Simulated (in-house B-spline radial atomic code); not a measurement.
**How G0W0 and RPA depend on the start: Br7+**

Configuration [Ar] 3d10. Computed with a B-spline radial code for spherical atoms: all electrons, non-relativistic, point nucleus, each spin shell either full or empty, empty states to l = 9 with an (l + 1/2)⁻⁴ tail; G0W0 by contour deformation at full frequency.

```
            start  mean-field 3d (eV)  G0W0 (eV)  QP weight  RPA correlation (Eh)
     Hartree-Fock             -196.13    -194.64      0.979               -1.9678
         LDA VWN5             -177.20    -194.59      0.965               -2.1205
              PBE             -176.89    -194.41      0.965               -2.1173
             PBE0             -182.08    -194.47      0.970               -2.0765
           r2SCAN             -178.01    -194.19      0.968                -2.088
            HSE06             -181.58    -194.52      0.970               -2.0784
  B3LYP (VWN-RPA)             -181.13    -194.53      0.969               -2.0861
             SCAN             -177.98    -194.08      0.968               -2.0862
             TPSS             -176.84    -194.49      0.966               -2.1083
        BHandHLYP             -187.13          ?          ?                     ?
        CAM-B3LYP             -183.13    -194.67      0.970               -2.0756
          LC-wPBE             -182.74    -194.86      0.971               -2.0837
            wB97X             -183.57    -194.39      0.972               -2.0694
           PBEsol             -176.83    -194.47      0.965                -2.118
             BLYP             -176.76          ?          ?                     ?
          r2SCAN0             -182.90    -194.31      0.971               -2.0567
LDA exchange-only             -174.95    -194.83      0.964               -2.1212
```

Problem. What G0W0 level, weight and RPA correlation energy follow from the BLYP start?

Solution. G0W0 level -194.47 eV, weight 0.965, RPA correlation -2.119 hartree.

Problem. What G0W0 level, weight and RPA correlation energy follow from the BHandHLYP start?

Solution. G0W0 level -194.60 eV, weight 0.973, RPA correlation -2.0394 hartree.

Problem. How much of the dependence on the start does G0W0 remove?

Solution. The mean-field levels span 21.2 eV and the G0W0 levels 0.772 eV. Against 192.61 ± 0.06 eV (NIST, measured) the G0W0 removal energies are off by +1.47 to +2.25 eV, with relativity, Breit and QED terms left out.
